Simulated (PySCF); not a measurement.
**What each rung costs, and what it gives**

Saddle point of SiH$_{4}$SeF$_{2}$, singlet (SiH₂F₂ ([F][SiH2][F]) + H₂Se → SiH₂SeF₂ ([F][SiH]([F])[SeH]) + H₂; bonds formed: Si1–Se7, H2–H6; bonds broken: Si1–H2, H6–Se7), PBE0-D4/def2-TZVP structure:

```
atom    x (Å)    y (Å)    z (Å)
 Si1  -0.3469  -0.5463  -0.3734
  H2  -0.6164  -0.1956   1.2597
  F3  -0.8177   0.5138  -1.4535
  F4  -1.7394  -1.3314  -0.1992
  H5   0.5646  -1.6718  -0.6080
  H6   0.2247   0.2241   1.1145
 Se7   1.7219   0.8612   0.1509
  H8   1.0093   2.1459   0.1091
```

Barriers are electronic and count from the start structure reached by relaxing down the imaginary mode.

Computed with PySCF 2.14 with density fitting (its default auxiliary sets; JK sets also for MP2 and CCSD(T)) (basis: as named in each row); correlated methods freeze the cores. Filled d shells of the heavier atoms are correlated. The def2 sets are not built for correlating such inner shells, so the correlated values are less sure here. B3LYP uses VWN-RPA correlation. Extrapolation: Hartree–Fock as exp(−7.88 √X), correlation as X^−2.97.

Times are rough, for one single point on 4 threads of a shared host (Intel Xeon).

The estimate by CCSD(T) at an estimated basis limit (MP2 extrapolated from triple and quadruple zeta, plus CCSD(T) − MP2 in triple zeta) is 45.85 kcal/mol.

```json
{"method": "HF", "basis": "STO-3G", "time (s)": "2", "barrier (kcal/mol)": "101.98", "method less estimate": "56.13"}
{"method": "B3LYP-D4", "basis": "6-31G", "time (s)": "9", "barrier (kcal/mol)": "56.50", "method less estimate": "10.65"}
{"method": "PBE0-D4", "basis": "def2-SVP", "time (s)": "11", "barrier (kcal/mol)": "41.13", "method less estimate": "-4.72"}
{"method": "MP2", "basis": "def2-QZVPP", "time (s)": "12", "barrier (kcal/mol)": "44.84", "method less estimate": "-1.01"}
{"method": "PBE-D4", "basis": "def2-SVP", "time (s)": "14", "barrier (kcal/mol)": "35.84", "method less estimate": "-10.01"}
{"method": "SPW92", "basis": "def2-TZVPP", "time (s)": "19", "barrier (kcal/mol)": "28.40", "method less estimate": "-17.45"}
{"method": "PBE0-D4", "basis": "def2-TZVPP", "time (s)": "27", "barrier (kcal/mol)": "40.06", "method less estimate": "-5.79"}
{"method": "B3LYP-D4", "basis": "def2-TZVPP", "time (s)": "29", "barrier (kcal/mol)": "45.15", "method less estimate": "-0.69"}
{"method": "PBE-D4", "basis": "def2-TZVPP", "time (s)": "31", "barrier (kcal/mol)": "35.43", "method less estimate": "-10.42"}
{"method": "BHLYP-D4", "basis": "def2-TZVPP", "time (s)": "31", "barrier (kcal/mol)": "50.63", "method less estimate": "4.78"}
{"method": "r2SCAN-D4", "basis": "def2-TZVPP", "time (s)": "50", "barrier (kcal/mol)": "38.52", "method less estimate": "-7.33"}
{"method": "CCSD(T)", "basis": "def2-SVP", "time (s)": "120", "barrier (kcal/mol)": "54.20", "method less estimate": "8.35"}
{"method": "wB97M-V", "basis": "def2-TZVPP", "time (s)": "480", "barrier (kcal/mol)": "45.75", "method less estimate": "-0.10"}
{"method": "CCSD(T)", "basis": "def2-TZVPP", "time (s)": "1200", "barrier (kcal/mol)": "48.30", "method less estimate": "2.45"}
```

All methods are single points on the PBE0-D4 structures.

T1 diagnostic: at most 0.012.

Labels in which every atom is bracketed show which atoms are joined, not bond orders.
